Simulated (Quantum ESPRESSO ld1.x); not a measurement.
All-electron atom: the tin ion Sn4+ in [Ar] 3d10 4p6 4d10 4f2 (not the ground configuration). Method: scalar-relativistic Kohn-Sham, HCTH/120, spin-unpolarised, spherical densities, point nucleus; computed with ld1.x of Quantum ESPRESSO 7.5.

Normalised radial functions P(r) = r R(r), r in bohr:

```
   r/bohr * 4d, o 5p (the largest magnitude, 1.09, reaches the edge; | marks zero, & curves that meet)
 0.002046                             &
 0.002728                             &
  0.00361                             &
 0.004815                             &
 0.006371                             &
 0.008497                             &
  0.01124                             *o
    0.015                             *o
     0.02                             * o
  0.02646                             * o
  0.03529                             |* o
   0.0467                             | * o
  0.06229                             |  *o
  0.08307                             |   o *
   0.1099                             | o      *
   0.1466                           o |            *
    0.194                        o    |              *
   0.2587                       o     |            *
   0.3451                          o  |   *
   0.4566                     *       |   o
   0.6089        *                    |         o
   0.8057  *                          |       o
    1.075    *                      o |
    1.422             *  o            |
    1.896          o          *       |
    2.529            o             *  |
    3.347                    o       *|
    4.464                          o  *
    5.906                            o*
    7.877                             &
```

4d: eigenvalue -82.770 eV, 1 radial node at r = 0.385 bohr, <r> = 1.01 bohr, 90 % of the charge inside 1.53 bohr. 5p (empty): eigenvalue -41.120 eV, 3 radial nodes at r = 0.128, 0.390, 1.03 bohr, <r> = 2.20 bohr, 90 % of the charge inside 3.16 bohr.
